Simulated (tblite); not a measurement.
A geometry optimisation, step by step.

Compound: C₃H₈N₂OSi.
SMILES with atom numbers: `[CH3:1][C@@H:2]1[NH:3][C:4](=[O:5])[Si@H:6]1[NH2:7]` (hydrogens: H8, H9, H10 on C1; H11 on C2; H12 on N3; H13 on Si6; H14, H15 on N7)

Computed with GFN2-xTB (tblite), gas phase: L-BFGS steps from a force-field or distance-geometry start until the largest atomic force falls under 0.01 eV/Å. 12 of its 67 geometries are shown.

Step 0: E = -601.7163 eV, largest atomic force 3.077 eV/Å
```
atom  x, y, z in Å  |  force x, y, z in eV/Å
C1     -1.491   -1.274   -0.515   -0.917  -0.577   0.141
C2     -0.354   -0.694    0.276   -0.231  -0.323   0.884
N3     -0.793    0.408    1.160    0.647   0.890  -0.304
C4     -0.073    1.465    0.666   -1.026   0.721   1.147
O5      0.025    2.621    0.993   -0.632   0.808   1.079
Si6     0.788    0.523   -0.617    0.466  -1.132  -2.823
N7      2.463    0.239   -0.425    0.639   0.609   0.492
H8     -1.131   -1.981   -1.257    0.086   0.009   0.014
H9     -2.074   -0.504   -1.035    0.315  -0.071   0.176
H10    -2.194   -1.813    0.148    0.246   0.172  -0.257
H11     0.195   -1.455    0.858   -0.475  -0.029  -0.109
H12    -1.456    0.445    1.932    0.247  -0.357  -0.386
H13     0.452    0.784   -2.028    0.158  -0.075   0.256
H14     2.674    0.180    0.572    0.270  -0.255  -0.219
H15     2.965    1.065   -0.749    0.209  -0.390  -0.091
```

Step 6: E = -602.1345 eV, largest atomic force 0.508 eV/Å
```
atom  x, y, z in Å  |  force x, y, z in eV/Å
C1     -1.518   -1.293   -0.492   -0.120  -0.022  -0.052
C2     -0.366   -0.687    0.292    0.028  -0.017  -0.003
N3     -0.744    0.447    1.131   -0.049  -0.082  -0.061
C4     -0.088    1.543    0.661   -0.249  -0.328   0.153
O5     -0.084    2.656    1.128   -0.118   0.237   0.076
Si6     0.788    0.493   -0.694    0.063   0.389  -0.321
N7      2.478    0.281   -0.407    0.008   0.067  -0.019
H8     -1.126   -1.983   -1.238   -0.037  -0.009   0.101
H9     -2.055   -0.505   -1.017   -0.062  -0.036   0.039
H10    -2.221   -1.834    0.148    0.107   0.106  -0.053
H11     0.123   -1.470    0.880   -0.038   0.033   0.063
H12    -1.415    0.404    1.887    0.092   0.026  -0.021
H13     0.466    0.771   -2.101    0.178  -0.164   0.228
H14     2.723    0.146    0.567    0.072  -0.066  -0.097
H15     3.037    1.040   -0.769    0.125  -0.135  -0.034
```

Step 12: E = -602.1947 eV, largest atomic force 0.342 eV/Å
```
atom  x, y, z in Å  |  force x, y, z in eV/Å
C1     -1.521   -1.285   -0.501    0.066   0.033   0.075
C2     -0.358   -0.672    0.271   -0.010   0.104   0.026
N3     -0.769    0.437    1.120   -0.070   0.054   0.092
C4     -0.150    1.556    0.698    0.161   0.241  -0.180
O5     -0.191    2.671    1.177   -0.114  -0.253  -0.060
Si6     0.796    0.569   -0.693   -0.040  -0.020   0.339
N7      2.481    0.316   -0.420   -0.029  -0.046  -0.014
H8     -1.141   -2.004   -1.222   -0.029   0.062  -0.051
H9     -2.086   -0.509   -1.014    0.079  -0.021  -0.086
H10    -2.204   -1.806    0.164   -0.058  -0.052   0.109
H11     0.109   -1.452    0.885    0.079   0.039  -0.127
H12    -1.400    0.383    1.906   -0.067  -0.101   0.033
H13     0.538    0.720   -2.111    0.034   0.036  -0.090
H14     2.759    0.100    0.527    0.037  -0.021  -0.023
H15     3.130    0.983   -0.808   -0.039  -0.055  -0.042
```

Step 18: E = -602.2134 eV, largest atomic force 0.106 eV/Å
```
atom  x, y, z in Å  |  force x, y, z in eV/Å
C1     -1.521   -1.279   -0.490    0.019   0.007  -0.054
C2     -0.360   -0.653    0.271    0.046  -0.043  -0.032
N3     -0.783    0.442    1.128    0.033  -0.030   0.023
C4     -0.173    1.570    0.700   -0.044   0.033   0.060
O5     -0.251    2.678    1.179   -0.031   0.062  -0.021
Si6     0.796    0.589   -0.667    0.000  -0.034   0.019
N7      2.478    0.307   -0.422    0.013  -0.039   0.019
H8     -1.149   -1.992   -1.220    0.058  -0.083   0.030
H9     -2.074   -0.516   -1.031   -0.056   0.059   0.053
H10    -2.200   -1.797    0.188    0.003   0.043  -0.039
H11     0.138   -1.433    0.855    0.030  -0.016   0.039
H12    -1.412    0.357    1.914   -0.031   0.017  -0.020
H13     0.580    0.716   -2.097   -0.011   0.080  -0.053
H14     2.788    0.075    0.509    0.018  -0.022   0.016
H15     3.140    0.944   -0.839   -0.047  -0.033  -0.041
```

Step 24: E = -602.2226 eV, largest atomic force 0.081 eV/Å
```
atom  x, y, z in Å  |  force x, y, z in eV/Å
C1     -1.511   -1.272   -0.490    0.001  -0.006   0.027
C2     -0.349   -0.649    0.272    0.002  -0.012   0.013
N3     -0.773    0.437    1.143    0.004  -0.015  -0.007
C4     -0.192    1.579    0.707   -0.035  -0.053   0.026
O5     -0.307    2.692    1.169   -0.019   0.014  -0.015
Si6     0.797    0.601   -0.654    0.002  -0.017  -0.050
N7      2.472    0.279   -0.417    0.013   0.021  -0.027
H8     -1.136   -2.002   -1.204   -0.015   0.044   0.000
H9     -2.070   -0.506   -1.024    0.063  -0.024  -0.018
H10    -2.199   -1.780    0.187    0.023   0.003   0.016
H11     0.163   -1.429    0.847   -0.039  -0.014   0.023
H12    -1.433    0.345    1.902   -0.001   0.031  -0.012
H13     0.600    0.757   -2.090   -0.013   0.059   0.054
H14     2.815    0.053    0.505   -0.045   0.007  -0.026
H15     3.119    0.902   -0.874    0.059  -0.038  -0.003
```

Step 30: E = -602.2301 eV, largest atomic force 0.048 eV/Å
```
atom  x, y, z in Å  |  force x, y, z in eV/Å
C1     -1.495   -1.268   -0.481   -0.010  -0.007  -0.012
C2     -0.335   -0.653    0.285   -0.014   0.007   0.024
N3     -0.764    0.427    1.160   -0.018   0.022  -0.013
C4     -0.214    1.577    0.712    0.023   0.011  -0.036
O5     -0.376    2.694    1.147    0.009   0.006  -0.001
Si6     0.799    0.610   -0.645    0.006   0.043   0.021
N7      2.471    0.262   -0.432    0.004  -0.013  -0.003
H8     -1.126   -2.001   -1.193    0.011  -0.024  -0.004
H9     -2.038   -0.499   -1.027   -0.005   0.017  -0.008
H10    -2.189   -1.762    0.197   -0.016  -0.016  -0.007
H11     0.165   -1.439    0.861    0.024  -0.003   0.012
H12    -1.460    0.348    1.888   -0.001  -0.034   0.009
H13     0.604    0.837   -2.069   -0.041   0.000   0.017
H14     2.813    0.035    0.489    0.007  -0.005   0.009
H15     3.142    0.839   -0.912    0.022  -0.004  -0.007
```

Step 36: E = -602.2313 eV, largest atomic force 0.024 eV/Å
```
atom  x, y, z in Å  |  force x, y, z in eV/Å
C1     -1.492   -1.269   -0.482    0.006   0.000  -0.005
C2     -0.334   -0.652    0.288    0.006  -0.003  -0.023
N3     -0.770    0.431    1.157   -0.002  -0.008   0.001
C4     -0.215    1.581    0.711   -0.002   0.008   0.019
O5     -0.379    2.699    1.142    0.003  -0.005   0.010
Si6     0.802    0.615   -0.639   -0.006  -0.020   0.012
N7      2.473    0.258   -0.435   -0.001   0.004   0.006
H8     -1.122   -2.005   -1.191    0.015   0.005  -0.004
H9     -2.032   -0.498   -1.029    0.002  -0.007  -0.015
H10    -2.192   -1.764    0.191    0.006   0.003   0.010
H11     0.169   -1.435    0.866   -0.008   0.021   0.006
H12    -1.463    0.340    1.887   -0.004   0.019   0.003
H13     0.585    0.851   -2.058   -0.016  -0.001  -0.014
H14     2.814    0.032    0.487    0.008  -0.007  -0.002
H15     3.151    0.825   -0.918   -0.009  -0.008  -0.004
```

Step 42: E = -602.2319 eV, largest atomic force 0.022 eV/Å
```
atom  x, y, z in Å  |  force x, y, z in eV/Å
C1     -1.489   -1.271   -0.485    0.010   0.004   0.005
C2     -0.335   -0.649    0.287    0.007   0.003   0.013
N3     -0.775    0.433    1.155   -0.006   0.010  -0.002
C4     -0.214    1.582    0.714   -0.012   0.010   0.007
O5     -0.378    2.699    1.148    0.013   0.010   0.015
Si6     0.801    0.617   -0.637    0.001   0.004   0.001
N7      2.472    0.256   -0.433    0.001   0.000  -0.011
H8     -1.113   -2.006   -1.191    0.001  -0.002   0.012
H9     -2.028   -0.503   -1.037    0.003  -0.011  -0.002
H10    -2.189   -1.763    0.190    0.003  -0.007  -0.018
H11     0.168   -1.427    0.871   -0.003  -0.021  -0.006
H12    -1.465    0.344    1.887   -0.007   0.007  -0.007
H13     0.568    0.853   -2.054    0.011  -0.005   0.009
H14     2.819    0.027    0.486   -0.013   0.001  -0.011
H15     3.151    0.816   -0.923   -0.009  -0.004  -0.004
```

Step 48: E = -602.2327 eV, largest atomic force 0.034 eV/Å
```
atom  x, y, z in Å  |  force x, y, z in eV/Å
C1     -1.479   -1.272   -0.489   -0.016  -0.015  -0.004
C2     -0.336   -0.643    0.292   -0.030   0.010   0.012
N3     -0.786    0.441    1.153   -0.001   0.003   0.009
C4     -0.215    1.589    0.724    0.021  -0.018   0.007
O5     -0.370    2.704    1.167    0.002  -0.012  -0.004
Si6     0.799    0.623   -0.629    0.000   0.016  -0.016
N7      2.468    0.250   -0.439    0.002  -0.004  -0.013
H8     -1.093   -2.011   -1.186    0.018  -0.008   0.000
H9     -2.018   -0.514   -1.053    0.009   0.009   0.007
H10    -2.182   -1.767    0.181   -0.013  -0.005   0.001
H11     0.165   -1.422    0.878   -0.004   0.027   0.011
H12    -1.477    0.355    1.885   -0.009  -0.014  -0.005
H13     0.552    0.856   -2.045    0.019   0.004   0.005
H14     2.820    0.018    0.477   -0.001   0.004  -0.007
H15     3.148    0.800   -0.938    0.004   0.004  -0.003
```

Step 54: E = -602.2335 eV, largest atomic force 0.032 eV/Å
```
atom  x, y, z in Å  |  force x, y, z in eV/Å
C1     -1.472   -1.277   -0.491    0.007   0.004   0.003
C2     -0.341   -0.635    0.298    0.014  -0.013  -0.018
N3     -0.799    0.449    1.154   -0.010  -0.008  -0.009
C4     -0.213    1.593    0.737   -0.005   0.008  -0.008
O5     -0.363    2.707    1.184    0.012   0.004   0.005
Si6     0.797    0.630   -0.623   -0.013  -0.020   0.022
N7      2.464    0.241   -0.451   -0.004  -0.001   0.003
H8     -1.067   -2.017   -1.177   -0.008   0.005   0.002
H9     -2.005   -0.523   -1.067   -0.006  -0.008  -0.002
H10    -2.182   -1.773    0.170   -0.003   0.002   0.002
H11     0.161   -1.408    0.891   -0.001   0.005   0.012
H12    -1.496    0.361    1.879   -0.007   0.001   0.005
H13     0.545    0.867   -2.036    0.006   0.013  -0.009
H14     2.821    0.011    0.464    0.012  -0.004   0.003
H15     3.146    0.782   -0.957    0.006   0.012  -0.010
```

Step 60: E = -602.2338 eV, largest atomic force 0.026 eV/Å
```
atom  x, y, z in Å  |  force x, y, z in eV/Å
C1     -1.470   -1.281   -0.492   -0.006  -0.001   0.000
C2     -0.345   -0.635    0.300   -0.002   0.007   0.007
N3     -0.809    0.452    1.149   -0.006   0.007  -0.004
C4     -0.211    1.593    0.739    0.004   0.001   0.014
O5     -0.348    2.706    1.194   -0.006  -0.005  -0.003
Si6     0.795    0.628   -0.620    0.024   0.004  -0.009
N7      2.464    0.241   -0.454    0.013   0.008   0.002
H8     -1.061   -2.020   -1.176   -0.008  -0.009   0.004
H9     -2.003   -0.530   -1.071   -0.001   0.002  -0.003
H10    -2.184   -1.776    0.167    0.005  -0.009   0.003
H11     0.157   -1.402    0.901   -0.006  -0.008  -0.005
H12    -1.503    0.365    1.877    0.000   0.004  -0.005
H13     0.546    0.872   -2.033    0.000   0.003   0.002
H14     2.826    0.009    0.459    0.004   0.001  -0.011
H15     3.142    0.785   -0.963   -0.013  -0.006   0.007
```

Step 66: E = -602.2340 eV, largest atomic force 0.009 eV/Å
```
atom  x, y, z in Å  |  force x, y, z in eV/Å
C1     -1.469   -1.284   -0.492   -0.002  -0.002   0.000
C2     -0.347   -0.633    0.301   -0.004   0.001   0.003
N3     -0.817    0.455    1.145    0.008  -0.001   0.005
C4     -0.210    1.595    0.744   -0.002  -0.004  -0.005
O5     -0.348    2.707    1.200    0.002   0.001   0.003
Si6     0.798    0.630   -0.615   -0.003   0.002  -0.001
N7      2.466    0.240   -0.456    0.001  -0.003  -0.004
H8     -1.059   -2.026   -1.172    0.002   0.000  -0.001
H9     -2.001   -0.535   -1.075   -0.007  -0.006   0.000
H10    -2.182   -1.778    0.167   -0.003   0.005   0.001
H11     0.152   -1.399    0.906    0.002   0.000  -0.003
H12    -1.511    0.368    1.873   -0.004   0.002  -0.007
H13     0.548    0.882   -2.027   -0.002   0.000   0.008
H14     2.835    0.005    0.452    0.004   0.002   0.000
H15     3.140    0.781   -0.972    0.008   0.004   0.002
```

Task: Summarise the path.

Result: The energy falls by 0.5178 eV from step 0 to step 66; nine tenths of that is first reached at step 11. It falls at every step. The largest force goes from 3.077 to 0.009 eV/Å. Among the bonds C4–Si6 changes most, from 1.810 to 1.948 Å; the atoms move by 0.191 Å rms after alignment.

Task: Follow the three bonds and two angles with the largest change from start to end.

Result: 
```csv
step,E above end (eV),largest force (eV/Å),C4–Si6 (Å),C2–Si6 (Å),C2–N3 (Å),Si6–N7–H14 (°),Si6–N7–H15 (°)
0,0.5178,3.077,1.810,1.893,1.479,108.7,108.2
3,0.1822,0.891,1.945,1.927,1.465,112.6,110.4
6,0.0995,0.508,1.925,1.922,1.460,114.4,113.0
9,0.0678,0.184,1.925,1.947,1.453,116.4,114.5
11,0.0500,0.441,1.942,1.952,1.454,116.7,116.5
14,0.0299,0.114,1.946,1.941,1.458,116.5,119.3
17,0.0227,0.152,1.939,1.939,1.454,117.4,118.8
20,0.0171,0.124,1.951,1.937,1.455,118.8,118.0
23,0.0123,0.084,1.949,1.932,1.456,119.8,116.6
26,0.0091,0.111,1.944,1.934,1.453,120.0,116.9
29,0.0045,0.072,1.950,1.935,1.454,119.4,118.1
32,0.0036,0.044,1.947,1.937,1.456,119.0,118.2
34,0.0031,0.045,1.945,1.939,1.455,118.9,118.3
37,0.0026,0.019,1.947,1.937,1.455,118.9,118.7
40,0.0023,0.039,1.948,1.935,1.455,119.1,118.7
43,0.0020,0.027,1.946,1.936,1.454,119.3,118.7
46,0.0016,0.032,1.947,1.936,1.455,119.4,118.8
49,0.0011,0.045,1.947,1.932,1.456,119.1,118.8
52,0.0007,0.025,1.947,1.934,1.455,118.9,118.9
55,0.0005,0.028,1.949,1.935,1.454,119.0,119.0
57,0.0004,0.018,1.949,1.934,1.455,119.0,118.9
60,0.0002,0.026,1.947,1.934,1.455,119.1,118.9
63,0.0001,0.014,1.948,1.935,1.455,119.4,118.8
66,0.0000,0.009,1.948,1.935,1.455,119.4,118.7
```

What follows is the cost of the whole relaxation. The run took 1.2 s wall on an Intel Xeon at 2.50 GHz with one thread, on a shared host.
